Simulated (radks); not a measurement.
The oxygen anion O2-, [Ne], held by a Watson sphere: a shell of charge +2 at radius R that stands for the Madelung well of a crystal (potential energy -2/R inside, -2/r outside, in hartree with lengths in bohr). All-electron calculation, non-relativistic Kohn-Sham, r2SCAN, spin-polarised, spherical densities, point nucleus; meta-GGA in the generalised Kohn-Sham scheme. Program: a radial shooting solver on a logarithmic mesh with Libxc functionals.

R (bohr)  e(1s) (eV)  e(2s) (eV)  e(2p) (eV)  <r> 2p (bohr)  sum of <r^2> (bohr^2)  X-ray form factor at sin(theta)/lambda = 0.2 1/angstrom
1.63         -513.39     -25.266      -9.552          1.388                  18.73                                                    6.346
1.64         -513.40     -25.208      -9.509          1.391                  18.80                                                    6.338
1.78         -513.51     -24.432      -8.922          1.427                  19.76                                                    6.243
2.27         -513.41     -22.177      -7.093          1.539                  23.07                                                    5.993
2.75         -512.93     -20.579      -5.666          1.637                  26.28                                                    5.845
3.11         -512.53     -19.682      -4.807          1.703                  28.74                                                    5.777
3.12         -512.52     -19.660      -4.785          1.705                  28.81                                                    5.775
3.26         -512.36     -19.368      -4.496          1.730                  29.79                                                    5.757
3.35         -512.27     -19.193      -4.321          1.746                  30.43                                                    5.746
